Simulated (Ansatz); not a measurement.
Reaction (ligand exchange at the Si–C bond): `N[Si@@H](Cl)[C@H](O)F` + H–F → `N[SiH](F)Cl` + `OCF`

Program: Ansatz. Geometries: PBE0-D4/def2-TZVP. ΔE: electronic, gas phase. CCSD(T)/CBS adds triple-zeta CCSD(T) − MP2 to the extrapolated MP2 energy (def2 sets, frozen cores). This one scheme is used for every species. Functionals use def2-TZVPP. B3LYP here is the variant with VWN-RPA as its local correlation; programs differ in this. One conformer a species, not always the lowest.

```json
{"level": "PBE-D4", "ΔE (kcal/mol)": "-38.4", "difference from CCSD(T)/CBS": "3.0"}
{"level": "r2SCAN-D4", "ΔE (kcal/mol)": "-42.3", "difference from CCSD(T)/CBS": "-0.9"}
{"level": "ωB97X-V", "ΔE (kcal/mol)": "-41.9", "difference from CCSD(T)/CBS": "-0.5"}
{"level": "ωB97M-V", "ΔE (kcal/mol)": "-41.8", "difference from CCSD(T)/CBS": "-0.4"}
{"level": "B2PLYP", "ΔE (kcal/mol)": "-43.9", "difference from CCSD(T)/CBS": "-2.5"}
{"level": "PBE", "ΔE (kcal/mol)": "-40.0", "difference from CCSD(T)/CBS": "1.4"}
{"level": "r2SCAN", "ΔE (kcal/mol)": "-42.8", "difference from CCSD(T)/CBS": "-1.4"}
{"level": "PBE0", "ΔE (kcal/mol)": "-41.5", "difference from CCSD(T)/CBS": "-0.1"}
{"level": "B3LYP", "ΔE (kcal/mol)": "-44.2", "difference from CCSD(T)/CBS": "-2.8"}
{"level": "SCS-MP2/def2-TZVPP", "ΔE (kcal/mol)": "-43.6", "difference from CCSD(T)/CBS": "-2.2"}
{"level": "CCSD/def2-TZVPP", "ΔE (kcal/mol)": "-43.1", "difference from CCSD(T)/CBS": "-1.7"}
{"level": "CCSD(T)/def2-TZVPP", "ΔE (kcal/mol)": "-42.0", "difference from CCSD(T)/CBS": "-0.6"}
{"level": "HF/def2-QZVPP", "ΔE (kcal/mol)": "-49.8", "difference from CCSD(T)/CBS": "-8.4"}
{"level": "MP2/def2-QZVPP", "ΔE (kcal/mol)": "-42.2", "difference from CCSD(T)/CBS": "-0.8"}
{"level": "MP2/CBS(def2)", "ΔE (kcal/mol)": "-41.8", "difference from CCSD(T)/CBS": "-0.4"}
{"level": "CCSD/CBS(def2)", "ΔE (kcal/mol)": "-42.5", "difference from CCSD(T)/CBS": "-1.1"}
{"level": "CCSD(T)/CBS", "ΔE (kcal/mol)": "-41.4", "difference from CCSD(T)/CBS": "0"}
```

Largest T1 diagnostic among the species: 0.011.

From PBE to PBE0 (25 % exact exchange), in def2-TZVPP and without D4, ΔE moves by −1.5 kcal/mol. The D4 term adds +2.5 kcal/mol with B3LYP and +1.5 kcal/mol with PBE0; it sums over pairs of atoms, weighted by their polarisabilities, and B3LYP, whose exchange is more repulsive, gets the larger term. In def2-TZVPP, CCSD(T) changes the Hartree–Fock value by +7.2 kcal/mol (the triples alone add +1.1 kcal/mol) and MP2 by +6.9 kcal/mol.
